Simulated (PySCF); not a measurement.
F$_{2}$Sn, charge -1, doublet, at a GFN2-xTB geometry (such geometries of metal compounds can be far from the true shape) (a state made from the parent by changing its charge; the spin is typed, not shown lowest) (core potentials on Sn); WB97X/def2-SVP (PySCF).

Here is a job for PySCF.
```python
from pyscf import gto, scf, dft

mol = gto.Mole()
mol.atom = '''
    Sn    0.01391959   -0.00751882    0.33026563
    F     0.87048971    1.67444647   -0.91807744
    F    -0.94782076   -1.63267523   -0.91673164
'''
mol.basis = 'def2-svp'
mol.ecp = {'Sn': 'def2-svp'}
mol.charge = -1
mol.spin = 1
mol.verbose = 4
mol.build()

mf = dft.UKS(mol)
mf.xc = 'wb97x'
mf.grids.radi_method = dft.radi.delley
mf.kernel()
```

Output, abridged:

```
PySCF version 2.14.0

[INPUT] verbose = 4
[INPUT] num. atoms = 3
[INPUT] num. electrons = 41
[INPUT] charge = -1
[INPUT] spin (= nelec alpha-beta = 2S) = 1
[INPUT] symmetry False subgroup None
[INPUT] Mole.unit = angstrom
[INPUT] Symbol           X                Y                Z      unit          X                Y                Z       unit  Magmom
[INPUT]  1 Sn     0.013919590000  -0.007518820000   0.330265630000 AA    0.026304212866  -0.014208510580   0.624111589057 Bohr   0.0
[INPUT]  2 F      0.870489710000   1.674446470000  -0.918077440000 AA    1.644987146152   3.164245238545  -1.734914922742 Bohr   0.0
[INPUT]  3 F     -0.947820760000  -1.632675230000  -0.916731640000 AA   -1.791121651577  -3.085309035061  -1.732371729323 Bohr   0.0

nuclear repulsion = 103.958416965827
number of shells = 22
number of NR pGTOs = 109
number of NR cGTOs = 54
basis = def2-svp
ecp = {'Sn': 'def2-svp'}

******** <class 'pyscf.dft.uks.UKS'> ********
method = UKS
initial guess = minao
damping factor = 0
level_shift factor = 0
DIIS = <class 'pyscf.scf.diis.CDIIS'>
diis_start_cycle = 1
diis_space = 8
diis_damp = 0
SCF conv_tol = 1e-09
SCF conv_tol_grad = None
SCF max_cycles = 50
direct_scf = True
direct_scf_tol = 1e-13
number electrons alpha = 21  beta = 20
XC library pyscf.dft.libxc version 7.1.2
    S. Lehtola, C. Steigemann, M. J. T. Oliveira, and M. A. L. Marques,  SoftwareX 7, 1–5 (2018)
XC functionals = wb97x
    J.-D. Chai and M. Head-Gordon,  J. Chem. Phys. 128, 084106 (2008)
radial grids: B. Delley radial grids. Ref. JCP 104, 9848 (1996); DOI:10.1063/1.471749. log2 algorithm
becke partition: Becke, JCP 88, 2547 (1988); DOI:10.1063/1.454033
pruning grids: <function nwchem_prune>
grids dens level: 3
symmetrized grids: False
atomic radii adjust function: <function treutler_atomic_radii_adjust>
small_rho_cutoff = 0
Set gradient conv threshold to 3.16228e-05
tot grids = 51160
init E= -390.587928089568

cycle= 1 E= -413.317709296778  delta_E= -22.7  |g|= 1.28  |ddm|= 4.47
cycle= 2 E= -413.790270668703  delta_E= -0.473  |g|= 0.604  |ddm|= 2.63
cycle= 3 E= -413.881748393826  delta_E= -0.0915  |g|= 0.096  |ddm|= 0.472
cycle= 4 E= -413.884688749871  delta_E= -0.00294  |g|= 0.0484  |ddm|= 0.0967
cycle= 5 E= -413.885598791089  delta_E= -0.00091  |g|= 0.00506  |ddm|= 0.057
cycle= 6 E= -413.885633775304  delta_E= -3.5e-05  |g|= 0.001  |ddm|= 0.0182
cycle= 7 E= -413.885635260524  delta_E= -1.49e-06  |g|= 0.000249  |ddm|= 0.00315
cycle= 8 E= -413.885635440049  delta_E= -1.8e-07  |g|= 8.41e-05  |ddm|= 0.00108
cycle= 9 E= -413.885635466281  delta_E= -2.62e-08  |g|= 3.62e-05  |ddm|= 0.000318
cycle= 10 E= -413.885635472239  delta_E= -5.96e-09  |g|= 1.19e-05  |ddm|= 0.000195
cycle= 11 E= -413.885635472778  delta_E= -5.39e-10  |g|= 7.71e-06  |ddm|= 5.57e-05
Extra cycle  E= -413.885635472829  delta_E= -5.16e-11  |g|= 8.6e-06  |ddm|= 1.49e-05
converged SCF energy = -413.885635472829  <S^2> = 0.75299231  2S+1 = 2.0029901
```
